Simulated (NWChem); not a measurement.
System: CH₆OSiTe; SMILES C[Te]O[SiH3]

Input file for NWChem:

```
start job
memory heap 200 mb stack 900 mb global 1100 mb
geometry units angstroms noautoz
  Te    -0.094294     0.699326    -0.408918
  C      1.939352     0.951061     0.213295
  H      2.258369     1.948716    -0.123165
  H      2.577036     0.183768    -0.242395
  H      1.981831     0.900175     1.308456
  O     -0.339984    -1.041453     0.558002
  Si    -0.072343    -2.506045    -0.199389
  H     -1.004057    -2.714407    -1.351641
  H     -0.303929    -3.565424     0.825192
  H      1.332183    -2.608755    -0.710758
end
basis spherical
  * library def2-svp
end
ecp
  Te library def2-ecp
end
dft
  xc xtpss03 ctpss03
  iterations 150
  mulliken
end
task dft energy
```

The geometry was optimised at PBE0/def2-SVP. Not confirmed as a minimum by frequencies. def2 effective core potentials on Te; no spin-orbit coupling.

Question: Give the results of this calculation. (TPSS/def2-SVP with def2 effective core potentials on Te.) Quantities: energy (Ha); highest occupied level (eV); orbital gap (eV); dipole (D).

Answer: 
```yaml
energy (Ha): -674.22
highest occupied level (eV): -4.99
orbital gap (eV): 2.52
dipole (D): 1.97
```
